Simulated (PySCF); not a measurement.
NMR data simulated for an unnamed compound:

$^{1}$H NMR (400 MHz, computed): δ 6.92 (m, 1H), 6.92 (m, 1H), 5.03 (s, 2H), 3.56 (d, 2H), 1.66 (t, 1H), 0.04 (br s, 2H).

$^{13}$C{$^{1}$H} NMR (computed): δ 206.8 (C), 154.7 (C), 146.4 (CH2), 85.4 (C), 81.1 (CH), 32.8 (CH2).

Method: shielding tensors at PBE0/pcSseg-1 (GIAO), geometry: GFN2-xTB, in PySCF (fast rotation and ring inversion assumed for equivalent nuclei, isolated molecule, a single conformation, non-relativistic).

Referencing at the same level of theory: $^{1}$H and $^{13}$C against TMS.

Which of these does the molecule contain: a CF3 group, a Si–H bond, an N-methyl group, an NH or NH2 group, a non-aromatic C=C double bond, a three-membered ring?

Results:


- A CF3 group: no.
- A Si–H bond: yes (δH 5.03 (s)).
- An N-methyl group: no.
- An NH or NH2 group: yes (δH 0.04 (br s)).
- A non-aromatic C=C double bond: yes.
- A three-membered ring: no.

The data belong to SMILES [SiH2](C(C(CC#C)=O)=C)N, C$_{6}$H$_{9}$NOSi; they needn't prove each group on their own.

Carbon signals by region: 1 in the far downfield region (above 160 ppm), 2 in the sp2 and nitrile region (100–160 ppm), 2 at 50–100 ppm, 1 below 50 ppm. Above 160 ppm: 206.8, ketone carbonyl carbon.

OH/NH shifts are gas-phase values; hydrogen bonding in solution moves them, usually downfield. Shifts are as computed. Against solution values, carbons near 30 ppm lie about +3 ppm off and those near 130 ppm about +5 ppm. Of 1309 compounds with measured shifts, 239 miss one by over three times the rms of a fit or turn the order of signals round; such compounds aren't used in these exercises. No couplings were computed; multiplicities are counted from neighbouring protons, with m where these are inequivalent, close in shift, in a saturated or five-membered ring or joined by F or P, and br s for small geminal =CH2 splittings.
